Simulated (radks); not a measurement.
Radial electron density D(r) = 4 pi r^2 rho(r) of an atom or ion with 30 electrons. All-electron calculation, Dirac Kohn-Sham, LDA (Slater exchange, Perdew-Wang correlation), spin-unpolarised, spherical densities, point nucleus. Program: a radial shooting solver on a logarithmic mesh with Libxc functionals.

r (bohr),D(r) (e/bohr)
0.007516,9.075
0.008611,11.08
0.009866,13.41
0.0113,16.05
0.01295,18.97
0.01484,22.11
0.017,25.36
0.01947,28.57
0.02231,31.54
0.02556,34.03
0.02929,35.80
0.03355,36.67
0.03844,36.52
0.04404,35.41
0.05045,33.61
0.05781,31.57
0.06623,29.93
0.07587,29.31
0.08693,30.18
0.09959,32.58
0.1141,36.02
0.1318,39.66
0.151,41.76
0.173,41.45
0.1982,38.34
0.227,33.01
0.2601,26.95
0.298,22.02
0.3414,19.57
0.3911,19.87
0.4481,21.89
0.5134,23.94
0.5882,24.47
0.6739,22.83
0.7721,19.37
0.8846,15.06
1.013,10.87
1.161,7.460
1.33,5.028
1.524,3.450
1.746,2.469
2,1.837
2.31,1.362
2.647,1.004
3.032,0.7034
3.474,0.4567
3.98,0.2694
4.56,0.1416
5.224,0.06517
5.985,0.02575
6.857,0.008568
7.856,0.002352
9.001,0.0005207

What is the nuclear charge?

Answer. Z = 30. The innermost maximum, from 1s, lies near gamma/Z bohr with gamma = sqrt(1 - (Z/c)^2) = 0.976, here 0.0325 bohr (found: 0.0352), and its height grows with Z. The density is that of neutral zinc in [Ar] 3d10 4s2; the configuration itself is not fixed sharply by these data, and Z only to about a unit. D(r) has 3 maxima, at r = 0.0352, 0.160, 0.570 bohr, and minima at 0.0753, 0.358 bohr, inside which lie 2.10, 10.89 electrons.
